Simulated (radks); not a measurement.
The numbers below are computed, except where a source is named.
Task: Species: Tl1.5+. Configuration: [Xe] 4f14 6s2 5d(up 5, down 4.5) (fractional occupations, a model configuration). Level of theory: scalar-relativistic Kohn-Sham, PBEsol, spin-polarised, spherical densities, finite nucleus; Fermi nuclear charge, rms radius 5.4759 fm (a radial shooting solver on a logarithmic mesh with Libxc functionals). Some entries of the table are withheld. Estimate them.

orbital  occ.  eigenvalue (Ry)  r(max) (bohr)  <r> (bohr)
1s up       1        -6288.965        0.01004     0.01633
1s down     1        -6288.965        0.01004     0.01633
2s up       1        -1120.756        0.05817     0.06878
2s down     1        -1120.753        0.05817     0.06878
2p up       3        -964.6161        0.04833     0.06236
2p down     3        -964.6133        0.04833     0.06236
3s up       1        -268.3266         0.1640      0.1776
3s down     1        -268.3251         0.1640      0.1776
3p up       3        -223.3624         0.1638      0.1793
3p down     3        -223.3607         0.1638      0.1793
3d up       5        -176.6482         0.1334      0.1625
3d down     5        -176.6456         0.1334      0.1625
4s up       1        -60.69224         0.3690      0.3918
4s down     1        -60.68891         0.3690      0.3918
4p up       3        -45.94448         0.3890      0.4177
4p down     3        -45.94128         0.3890      0.4177
4d up       5        -28.62797         0.3955      0.4399
4d down     5        -28.62424         0.3955      0.4399
5s up       1        -10.69720         0.8076      0.8763
5s down     1        -10.67710         0.8073      0.8759
4f up       7         -9.46100         0.3577      0.4677
4f down     7         -9.45614         0.3577      0.4675
5p up       3              (1)         0.9037       1.005
5p down     3              (2)         0.9033       1.005
5d up       5         -2.16862          1.110       1.357
5d down   4.5         -2.14420          1.110       1.359
6s up       1         -1.58555          2.000         (3)
6s down     1         -1.57385          2.004         (4)

Result: 
(1) 5p up eigenvalue (Ry): -6.65989
(2) 5p down eigenvalue (Ry): -6.63615
(3) 6s up <r> (bohr): 2.287
(4) 6s down <r> (bohr): 2.294
